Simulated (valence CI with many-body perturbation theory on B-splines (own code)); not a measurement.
**Te⁴⁶⁺: E2, E3, M1, M2 decay**

Calculated by configuration interaction combined with many-body perturbation theory (CI+MBPT): four valence electrons over a frozen Dirac-Fock core [He], a basis of 11 s, 11 p, 9 d, 7 f, 5 g, 2 h, 1 i functions for each j, with the one-electron correlation potential Σ1 (screened to all orders), the two-electron term Σ2, the three-electron term Σ3, Breit, model QED; selected single and double excitations, second order for the rest (own B-spline code, finite nucleus).

No measured spectrum was set against this ion. As an estimate, large intervals hold to a few tenths of a per cent, small ones and those within an open d or f shell to about a per cent.

Lines 1 to 42 of 42 in falling wavelength, among levels below 5344.9 eV, chosen from the decays that carry over 1 % of a level's rate. Wavelengths and rates use the calculated energies. Electric multipoles are in the length gauge, E1 and E2 with the static RPA response of the core. Weak lines are less certain than strong ones. Lines between different terms over intervals too small for the method are left out, as are lines whose strength nearly cancels. The highest levels of a list are the least certain.

Levels are named by their leading jj configuration (3d3/2^4 stands for four electrons in 3d with j = 3/2), which in mixed levels can hold well under half, so a name can repeat and another be missing. Letters in brackets count levels of one name in rising energy.

```
λ vac (Å)                           Upper                       Lower  Type   A (s⁻¹)  Branch %
    815.9          (2s^2 2p1/2 2p3/2) J=2      (2s^2 2p1/2 2p3/2) J=1    M1  9.57e+03       5.4
    44.33          (2s^2 2p1/2 2p3/2) J=1          (2s^2 2p1/2^2) J=0    M1  1.45e+08     100.0
    42.54              (2s^2 2p3/2^2) J=2      (2s^2 2p1/2 2p3/2) J=2    M1  1.21e+08      30.1
    42.04          (2s^2 2p1/2 2p3/2) J=2          (2s^2 2p1/2^2) J=0    E2  1.69e+05      94.6
    40.43              (2s^2 2p3/2^2) J=2      (2s^2 2p1/2 2p3/2) J=1    M1  1.24e+08      30.9
    35.92              (2s^2 2p3/2^2) J=0      (2s^2 2p1/2 2p3/2) J=1    M1  3.28e+08      60.9
    3.041          (2s^2 2p3/2 3d5/2) J=4            (2s 2p3/2^3) J=2    E2  6.12e+08       3.0
    2.861          (2s^2 2p3/2 3d5/2) J=4  (2s 2p1/2 2p3/2^2) J=2 [b]    E2  4.11e+08       2.0
    2.837          (2s^2 2p3/2 3p1/2) J=2          (2s^2 2p3/2^2) J=0    E2  5.60e+10       2.5
    2.827          (2s^2 2p1/2 3p1/2) J=1      (2s^2 2p1/2 2p3/2) J=2    E2  1.65e+11      28.3
    2.826          (2s 2p1/2^2 3p1/2) J=0      (2s 2p1/2^2 2p3/2) J=2    E2  3.13e+11      10.9
    2.822          (2s^2 2p3/2 3d5/2) J=4      (2s 2p1/2 2p3/2^2) J=3    E2  1.44e+09       7.0
    2.818      (2s 2p1/2 2p3/2 3p3/2) J=4  (2s 2p1/2 2p3/2^2) J=2 [b]    E2  7.73e+09       2.3
    2.817          (2s^2 2p1/2 3p1/2) J=1      (2s^2 2p1/2 2p3/2) J=1    E2  1.61e+11      27.8
    2.814          (2s^2 2p3/2 3p1/2) J=1          (2s^2 2p3/2^2) J=2    E2  1.72e+11       8.5
    2.812          (2s^2 2p3/2 3p1/2) J=2          (2s^2 2p3/2^2) J=2    E2  2.21e+11      10.0
    2.809          (2s^2 2p1/2 3p1/2) J=0      (2s^2 2p1/2 2p3/2) J=2    E2  3.08e+11      16.2
    2.781      (2s 2p1/2 2p3/2 3p3/2) J=4      (2s 2p1/2 2p3/2^2) J=3    E2  8.70e+10      25.6
    2.778  (2s 2p1/2 2p3/2 3p3/2) J=0 [b]  (2s 2p1/2 2p3/2^2) J=2 [b]    E2  1.55e+11       5.6
    2.774  (2s 2p1/2 2p3/2 3p3/2) J=1 [d]  (2s 2p1/2 2p3/2^2) J=2 [b]    E2  9.18e+10       1.6
    2.768  (2s 2p1/2 2p3/2 3p3/2) J=1 [d]  (2s 2p1/2 2p3/2^2) J=1 [a]    E2  7.45e+10       1.3
    2.766          (2s 2p1/2^2 3p3/2) J=2      (2s 2p1/2^2 2p3/2) J=2    E2  1.05e+11       1.8
    2.765          (2s^2 2p1/2 3p3/2) J=2      (2s^2 2p1/2 2p3/2) J=2    E2  1.10e+11      12.2
    2.765          (2s^2 2p3/2 3p3/2) J=1          (2s^2 2p3/2^2) J=2    E2  9.83e+10       1.2
    2.760      (2s 2p1/2 2p3/2 3p3/2) J=4  (2s 2p1/2 2p3/2^2) J=2 [a]    E2  5.35e+09       1.6
    2.756          (2s^2 2p1/2 3p3/2) J=2      (2s^2 2p1/2 2p3/2) J=1    E2  4.94e+10       5.5
    2.745          (2s^2 2p3/2 3p3/2) J=0          (2s^2 2p3/2^2) J=2    E2  2.74e+11       1.7
    2.735      (2s 2p1/2 2p3/2 3d5/2) J=5      (2s 2p1/2 2p3/2^2) J=3    M2  4.31e+09      30.8
    2.735      (2s 2p1/2 2p3/2 3d5/2) J=5      (2s 2p1/2 2p3/2^2) J=3    E3  1.91e+08       1.4
    2.722  (2s 2p1/2 2p3/2 3p3/2) J=0 [b]  (2s 2p1/2 2p3/2^2) J=2 [a]    E2  5.10e+10       1.9
    2.718          (2s^2 2p3/2 3d5/2) J=4          (2s^2 2p3/2^2) J=2    M2  4.07e+09      19.7
    2.718          (2s^2 2p3/2 3d5/2) J=4          (2s^2 2p3/2^2) J=2    E3  2.77e+08       1.3
    2.642          (2s^2 2p3/2 3d5/2) J=4      (2s 2p1/2^2 2p3/2) J=2    E2  2.37e+09      11.5
    2.606      (2s 2p1/2 2p3/2 3p3/2) J=4      (2s 2p1/2^2 2p3/2) J=2    E2  1.74e+11      51.2
    2.600  (2s 2p1/2 2p3/2 3p3/2) J=1 [d]      (2s 2p1/2^2 2p3/2) J=1    E2  1.08e+11       1.9
    2.596          (2s^2 2p3/2 3p3/2) J=1      (2s^2 2p1/2 2p3/2) J=2    E2  1.25e+11       1.5
    2.595          (2s^2 2p1/2 3p3/2) J=2          (2s^2 2p1/2^2) J=0    E2  1.48e+11      16.3
    2.566      (2s 2p1/2 2p3/2 3d5/2) J=5      (2s 2p1/2^2 2p3/2) J=2    E3  5.01e+08       3.6
    2.555          (2s^2 2p3/2 3d5/2) J=4      (2s^2 2p1/2 2p3/2) J=2    M2  1.52e+09       7.4
    2.555          (2s^2 2p3/2 3d5/2) J=4      (2s^2 2p1/2 2p3/2) J=2    E3  2.08e+08       1.0
    2.547          (2s^2 2p3/2 3d5/2) J=4      (2s^2 2p1/2 2p3/2) J=1    E3  3.34e+08       1.6
    2.493      (2s 2p1/2 2p3/2 3d3/2) J=4      (2s^2 2p1/2 2p3/2) J=2    E2  3.18e+11      88.5
```
